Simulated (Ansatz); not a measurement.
`B[CH2][SnH3]` + `F[CH]([SiH3])[GeH3]` → `B[CH]([SiH3])[GeH3]` + `F[CH2][SnH3]`  (redistribution)

Isolated molecules relaxed with PBE0-D4/def2-TZVP in Ansatz; ΔE leaves out vibrations. CBS: MP2 limit from def2 TZ/QZ plus the TZ coupled-cluster correction, frozen cores. DFT in def2-TZVPP. def2 core potentials past Kr. For Ge, Sn outer-core shells are correlated without core-valence functions, which leaves a few kJ/mol of doubt a bond. Scalar relativity is left out up to krypton.

```json
{"level": "PBE0-D4", "ΔE (kJ/mol)": "-9.2"}
{"level": "ωB97X-V", "ΔE (kJ/mol)": "-9.7"}
```

Q: What does CCSD(T)/CBS give? (Estimate.)

A: Computed: -8.5 kJ/mol. The listed levels differ from it by -0.7, -1.2 kJ/mol.

Largest T1 diagnostic among the species: 0.013.

From PBE to PBE0 (25 % exact exchange), in def2-TZVPP and without D4, ΔE moves by −4.3 kJ/mol.
